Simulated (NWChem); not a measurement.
All runs are NWChem calculations. System: sulfur tetrafluoride (F₄S), charge 0, spin multiplicity 1, at a geometry optimised with PBE/def2-SVP. Level: G0W0@PBE0/def2-TZVP, RI basis def2-tzvp-rifit.

The NWChem input:

```
start mol
memory heap 200 mb stack 700 mb global 1700 mb
geometry units angstroms nocenter noautoz
  F      0.000000     1.242396     0.639768
  S      0.000000     0.000000    -0.389411
  F      1.685546     0.000000    -0.293625
  F     -1.685546     0.000000    -0.293625
  F      0.000000    -1.242396     0.639768
  symmetry group C2v
end
basis spherical
  * library def2-tzvp
end
basis "ri basis" bse spherical
  * library def2-tzvp-rifit
end
dft
  xc pbe0
  iterations 100
  direct
  tolerances tight
end
task dft energy
gw
  method cdgw
  states alpha occ 4 vir 2
end
task dft gw
```

NWChem printed:

```
             Northwest Computational Chemistry Package (NWChem) 7.3.0
             --------------------------------------------------------

                                NWChem Input Module
                                -------------------

 Scaling coordinates for geometry "geometry" by  1.889725989
 (inverse scale =  0.529177249)

 Turning off AUTOSYM since
 SYMMETRY directive was detected!

                             Geometry "geometry" -> ""
                             -------------------------

 Output coordinates in angstroms (scale by  1.889725989 to convert to a.u.)

  No.       Tag          Charge          X              Y              Z
 ---- ---------------- ---------- -------------- -------------- --------------
    1 F                    9.0000     0.00000000     1.24239600     0.63976800
    2 S                   16.0000     0.00000000     0.00000000    -0.38941100
    3 F                    9.0000     1.68554600     0.00000000    -0.29362500
    4 F                    9.0000    -1.68554600     0.00000000    -0.29362500
    5 F                    9.0000     0.00000000    -1.24239600     0.63976800

 Effective nuclear repulsion energy (a.u.)     289.4903652699

            Nuclear Dipole moment (a.u.)
            ----------------------------
        X                 Y               Z
 ---------------- ---------------- ----------------
     0.0000000000     0.0000000000    -0.0000037795

      Symmetry information
      --------------------

 Group name             C2v
 Group number             16
 Group order               4
 No. of unique centers     3

      Symmetry unique atoms

     1    2    3


 Summary of "ao basis" -> "" (spherical)
 ------------------------------------------------------------------------------
       Tag                 Description            Shells   Functions and Types
 ---------------- ------------------------------  ------  ---------------------
 *                         def2-tzvp                  on all atoms

 new library libraries.bse/

 Summary of "ri basis" -> "" (spherical)
 ------------------------------------------------------------------------------
       Tag                 Description            Shells   Functions and Types
 ---------------- ------------------------------  ------  ---------------------
 *                      def2-tzvp-rifit               on all atoms

                                 NWChem DFT Module
                                 -----------------

 Summary of "ao basis" -> "ao basis" (spherical)
 ------------------------------------------------------------------------------
       Tag                 Description            Shells   Functions and Types
 ---------------- ------------------------------  ------  ---------------------
 F                         def2-tzvp                11       31   5s3p2d1f
 S                         def2-tzvp                13       37   5s5p2d1f

 Summary of "ao basis" -> "ao basis" (spherical)
 ------------------------------------------------------------------------------
       Tag                 Description            Shells   Functions and Types
 ---------------- ------------------------------  ------  ---------------------
 F                         def2-tzvp                11       31   5s3p2d1f
 S                         def2-tzvp                13       37   5s5p2d1f

      Symmetry analysis of basis
      --------------------------

        a1         58
        a2         23
        b1         40
        b2         40
[...]
              MO Center= -4.2D-15, -2.6D-15, -4.7D-01, r^2= 2.5D+00
   Bfn.  Coefficient  Atom+Function         Bfn.  Coefficient  Atom+Function
  ----- ------------  ---------------      ----- ------------  ---------------
    36      0.432410  2 S  s                 35      0.328518  2 S  s
    48     -0.263962  2 S  pz                34     -0.215063  2 S  s
    74      0.214888  3 F  px               105     -0.214888  4 F  px
    76      0.191982  3 F  pz               107      0.191982  4 F  pz
    77      0.183351  3 F  px               108     -0.183351  4 F  px

 Vector   27  Occ=0.000000D+00  E=-9.889191D-02  Symmetry=b2
              MO Center=  2.4D-15, -2.3D-15, -4.6D-01, r^2= 1.9D+00
   Bfn.  Coefficient  Atom+Function         Bfn.  Coefficient  Atom+Function
  ----- ------------  ---------------      ----- ------------  ---------------
    50      0.596858  2 S  py                47      0.571149  2 S  py
     5     -0.258413  1 F  s                135      0.258413  5 F  s
    44      0.232519  2 S  py                38     -0.179584  2 S  py
     8      0.177391  1 F  pz               138     -0.177391  5 F  pz
    14      0.171708  1 F  pz               144     -0.171708  5 F  pz

 Vector   28  Occ=0.000000D+00  E=-2.722098D-02  Symmetry=a1
              MO Center=  2.0D-16,  9.5D-15,  4.4D-02, r^2= 2.1D+00
   Bfn.  Coefficient  Atom+Function         Bfn.  Coefficient  Atom+Function
  ----- ------------  ---------------      ----- ------------  ---------------
    36      0.749080  2 S  s                 51      0.613578  2 S  pz
    35      0.535899  2 S  s                 48      0.537041  2 S  pz
     5     -0.367252  1 F  s                135     -0.367252  5 F  s
    34     -0.298765  2 S  s                 13      0.276732  1 F  py
   143     -0.276732  5 F  py                 7      0.224002  1 F  py

 Vector   29  Occ=0.000000D+00  E= 3.804799D-02  Symmetry=b1
              MO Center=  4.4D-14,  4.2D-16, -4.7D-01, r^2= 2.4D+00
   Bfn.  Coefficient  Atom+Function         Bfn.  Coefficient  Atom+Function
  ----- ------------  ---------------      ----- ------------  ---------------
    49      0.928361  2 S  px                46      0.679734  2 S  px
    73     -0.491055  3 F  s                104      0.491055  4 F  s
    80      0.318705  3 F  px               111      0.318705  4 F  px
    43      0.271182  2 S  px                74      0.223283  3 F  px
   105      0.223283  4 F  px                37     -0.200565  2 S  px

 center of mass
 --------------
 x =   0.00000000 y =   0.00000000 z =   0.01228801

 moments of inertia (a.u.)
 ------------------
         293.976132492185           0.000000000000           0.000000000000
           0.000000000000         470.035005523542           0.000000000000
           0.000000000000           0.000000000000         594.943844322097

     Multipole analysis of the density
     ---------------------------------

     L   x y z        total         alpha         beta         nuclear
     -   - - -        -----         -----         ----         -------
     0   0 0 0      0.000000    -26.000000    -26.000000     52.000000

     1   1 0 0      0.000000      0.000000      0.000000      0.000000
     1   0 1 0      0.000000      0.000000      0.000000      0.000000
     1   0 0 1     -0.354357     -0.177176     -0.177176     -0.000004

     2   2 0 0    -27.822153   -105.221719   -105.221719    182.621285
     2   1 1 0     -0.000000     -0.000000     -0.000000      0.000000
     2   1 0 1     -0.000000     -0.000000     -0.000000      0.000000
     2   0 2 0    -23.383932    -61.300943    -61.300943     99.217954
     2   0 1 1      0.000000      0.000000      0.000000      0.000000
     2   0 0 2    -22.897384    -31.706611    -31.706611     40.515839

 Task  times  cpu:        8.9s     wall:        8.9s

                                NWChem Input Module
                                -------------------

                                 NWChem GW Module
                                 ----------------

                             ***********************
                             ***        GW       ***
                             ***********************

 Summary of "ri basis" -> "ri basis" (spherical)
 ------------------------------------------------------------------------------
       Tag                 Description            Shells   Functions and Types
 ---------------- ------------------------------  ------  ---------------------
 F                      def2-tzvp-rifit             22       76   8s6p4d3f1g
 S                      def2-tzvp-rifit             29      113   9s7p6d5f2g

                 Memory Information
                 ------------------
          Available GA per process is          1699.8 MBs
          Available stack per process is        700.0 MBs
          Available heap per process is           0.0 MBs

          Peak memory in Initialization
              Peak GA per process is                 15.8 MBs
              Peak stack per process is               0.3 MBs
              Peak heap per process is               16.5 MBs
              Memory not in MA per process            0.0 MBs

          Peak memory in CDGW Calculation
              Peak GA per process is                 18.7 MBs
              Peak stack per process is               2.7 MBs
              Peak heap per process is                3.2 MBs
              Memory not in MA per process            0.0 MBs

          Computing 2-center integrals
          Computing Inverse Cholesky factor
          Computing 3-center integrals
          Computing Vxc

          Computing Sigma_x
          Computing W(iw) on the imaginary grid
          Solving quasiparticle equations

                  Alpha Orbitals
          State     Energy (eV)     Error (eV)
          -----------------------------------
@GW        23        -14.774           0.002
@GW        24        -14.582           0.002
@GW        25        -14.370           0.002
@GW        26        -12.589           0.002
@GW        27          0.057           0.002
@GW        28          2.167           0.002

     GW Timing Statistics
   ------------------------
   Init.   :          0.1s
     ERIs  :          1.3s
     Distr.:          0.0s
     Vxc   :          0.9s
   Vmo     :          0.0s
   iW      :          2.9s
   I_n     :          0.0s
   R_n     :          0.6s
   GW total:          5.9s

 Task  times  cpu:        5.9s     wall:        5.9s

 Total times  cpu:       14.8s     wall:       14.8s
```
